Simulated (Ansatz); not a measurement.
Calculated with Ansatz (gas phase, PBE0-D4/def2-TZVP geometries, no zero-point term in ΔE). CBS: MP2 limit from def2 TZ/QZ plus the TZ coupled-cluster correction, frozen cores. This one scheme is used for every species. Functionals use def2-TZVPP. HSE06 is defined as in plane-wave codes. Each species was taken in one conformer, which may not be the lowest.

`[OH][Al]([F])[Cl]` + H–F → `[OH][Al]([F])[F]` + HCl  (ligand exchange at the Al–Cl bond)

Problem. Is it downhill or uphill in electronic energy at CCSD(T)/CBS, and by how much? (An estimate is asked.)

Solution. Ansatz gave: Downhill: ΔE = -19.1 kJ/mol.

Problem. What do these levels give: revPBE-D4, BLYP-D4, PBE0-D4, r2SCANh-D4, PBE-QIDH, revPBE, r2SCAN, r2SCAN0, HSE06, BHLYP, CCSD/def2-SVP, CCSD/CBS(def2)? (Estimate.)

Solution. The calculation gave: revPBE-D4 -15.6, BLYP-D4 -25.4, PBE0-D4 -13.6, r2SCANh-D4 -18.4, PBE-QIDH -15.8, revPBE -18.8, r2SCAN -20.1, r2SCAN0 -17.4, HSE06 -15.0, BHLYP -24.3, CCSD/def2-SVP -26.8, CCSD/CBS(def2) -20.3 kJ/mol.

Largest T1 diagnostic among the species: 0.013.

From BLYP to BHLYP (50 % exact exchange), in def2-TZVPP and without D4, ΔE moves by +5.3 kJ/mol. At CCSD(T), def2-SVP lies −7.2 kJ/mol from the extrapolated value and def2-TZVPP −3.1 kJ/mol. Leaving LDA and LC-ωPBE aside and taking each functional with its dispersion term where it has one, the values, not all of them listed here, spread over 12.6 kJ/mol, from CAM-B3LYP-D4 to HSE06-D4.
